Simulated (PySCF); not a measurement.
## Cost against result

Saddle point of SiH2Cl2O, closed shell (SiCl₂ + H₂O → SiH₂Cl₂O ([OH][SiH]([Cl])[Cl]); bonds formed: Si1–H4; dative contacts that become bonds: Si1–O5; bonds broken: H4–O5), PBE0-D4/def2-TZVP structure:

| atom | x (Å) | y (Å) | z (Å) |
| --- | --- | --- | --- |
| Si1 | 0.0986 | -0.7770 | 0.0501 |
| Cl2 | 1.7644 | -1.0884 | -1.1154 |
| Cl3 | -1.4989 | -0.7223 | -1.2684 |
| H4 | -0.0478 | 0.0711 | 1.4374 |
| O5 | 0.2169 | 0.9752 | 0.5688 |
| H6 | -0.5331 | 1.5413 | 0.3275 |

Barriers are electronic and count from the start structure reached by relaxing down the imaginary mode.

Program: PySCF 2.14 with density fitting (its default auxiliary sets; JK sets also for MP2 and CCSD(T)). Basis: as named in each row. Cores are frozen in the correlated methods. B3LYP uses VWN-RPA correlation. Extrapolation: Hartree–Fock as exp(−7.88 √X), correlation as X^−2.97.

Times are rough, for one single point on 4 threads of a shared host (AMD EPYC).

The estimate by CCSD(T) at an estimated basis limit (MP2 extrapolated from triple and quadruple zeta, plus CCSD(T) − MP2 in triple zeta) is 1.390 eV.

```tsv
method	basis	time (s)	barrier (eV)	method less estimate
HF	STO-3G	2	3.224	1.834
B3LYP-D4	6-31G	8	2.065	0.675
PBE-D4	def2-SVP	10	1.263	-0.127
PBE0-D4	def2-SVP	11	1.462	0.072
MP2	def2-QZVPP	12	1.309	-0.082
SPW92	def2-TZVPP	25	1.026	-0.364
PBE0-D4	def2-TZVPP	34	1.313	-0.077
BHLYP-D4	def2-TZVPP	37	1.576	0.186
B3LYP-D4	def2-TZVPP	38	1.380	-0.010
PBE-D4	def2-TZVPP	40	1.152	-0.238
CCSD(T)	def2-SVP	44	1.622	0.232
r2SCAN-D4	def2-TZVPP	68	1.134	-0.256
wB97M-V	def2-TZVPP	360	1.483	0.093
CCSD(T)	def2-TZVPP	710	1.406	0.016
```

All methods are single points on the PBE0-D4 structures.

The T1 diagnostic stays at or below 0.014. The restricted Hartree–Fock reference is unstable towards an unrestricted one at one or more of these structures.

Losses and insertions of silylenes and their heavier kin drive the gas-phase chemistry of silicon and germanium vapour deposition.

Labels in which every atom is bracketed show which atoms are joined, not bond orders.
